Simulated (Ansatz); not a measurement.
Consider the formal exchange of groups at the Si–S bond: `S[SiH]1CC1` + `C=CCC[SiH3]` → `[SiH3]C[SiH]1CC1` + `C=CCS`.

Computed with Ansatz on PBE0-D4/def2-TZVP structures; ΔE is electronic, products minus reactants. CBS: MP2 limit from def2 TZ/QZ plus the TZ coupled-cluster correction, frozen cores. Functionals use def2-TZVPP. B3LYP here is the variant with VWN-RPA as its local correlation; programs differ in this. One conformer a species, not always the lowest.

(1) Is it downhill or uphill in electronic energy at CCSD(T)/CBS, and by how much? (Best estimate.)

(2) What do these levels give: r2SCAN-D4, B3LYP, MP2/def2-TZVPP, SCS-MP2/def2-TZVPP, CCSD/def2-TZVPP, CCSD(T)/def2-TZVPP? (An estimate is asked.)

Largest T1 diagnostic among the species: 0.011.

Answers

(1) Computed: Uphill: ΔE = +0.57 eV.

(2) The calculation gave: r2SCAN-D4 0.58, B3LYP 0.55, MP2/def2-TZVPP 0.58, SCS-MP2/def2-TZVPP 0.57, CCSD/def2-TZVPP 0.57, CCSD(T)/def2-TZVPP 0.57 eV.
